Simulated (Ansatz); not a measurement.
`B[SiH2][GeH3]` + NH₃ → `N[SiH2][GeH3]` + BH₃ at 400 K and 1 bar (cleavage of the Si–B bond).

Calculated with Ansatz (gas phase, PBE0-D4/def2-TZVP geometries, no zero-point term in ΔE). CBS: MP2 limit from def2 TZ/QZ plus the TZ coupled-cluster correction, frozen cores. This one scheme is used for every species. For Ge outer-core shells are correlated without core-valence functions, which leaves a few kJ/mol of doubt a bond. Scalar relativity is left out up to krypton. One conformer a species, not always the lowest.

```json
{"species": "`B[SiH2][GeH3]`", "CCSD(T)/CBS energy (Eh)": "-2394.14795", "H − E (kJ/mol)": "190.6", "S (J/(mol·K))": "380.6"}
{"species": "NH₃", "CCSD(T)/CBS energy (Eh)": "-56.50880", "H − E (kJ/mol)": "104.2", "S (J/(mol·K))": "203.1"}
{"species": "`N[SiH2][GeH3]`", "CCSD(T)/CBS energy (Eh)": "-2424.12162", "H − E (kJ/mol)": "205.9", "S (J/(mol·K))": "373.9"}
{"species": "BH₃", "CCSD(T)/CBS energy (Eh)": "-26.55200", "H − E (kJ/mol)": "82.6", "S (J/(mol·K))": "199.4"}
```

H − E and S are ideal-gas, rigid-rotor, harmonic terms from PBE0-D4/def2-TZVP, for one conformer and one mirror image of each species. 1 Eh = 2625.50 kJ/mol, R = 8.31446 J/(mol·K).

Question: By hand: ΔE, ΔH, ΔS and ΔG.

Answer: ΔE = (-2424.12162) + (-26.55200) − (-2394.14795) − (-56.50880) = -0.01687 Eh = -44.3 kJ/mol. Δ(H − E) = 205.9 + 82.6 − 190.6 − 104.2 = -6.3, so ΔH = -50.6 kJ/mol. ΔS = 373.9 + 199.4 − 380.6 − 203.1 = -10.4 J/(mol·K). ΔG = -50.6 − 400 × (-10.4)/1000 = -46.4 kJ/mol.

Question: By hand: the equilibrium constant, and the temperature at which ΔG would vanish if ΔH and ΔS stayed fixed.

Answer: log₁₀ K = −ΔG/(RT ln 10) = 6.1. ΔG = 0 at ΔH/ΔS = 4865 K, far beyond where these terms or the molecules hold.

The number of gas molecules stays the same, so ΔS is small and ΔH decides. A doubt of 5 kJ/mol in ΔE shifts log₁₀ K by 0.7 here. Other conformers and mirror images would add mixing entropy, several J/(mol·K) or more a flexible species. These are equilibria of isolated gas molecules and say nothing of rates. Largest T1 diagnostic: 0.013 (customary marks: 0.02 for closed shells, 0.045 for open ones).
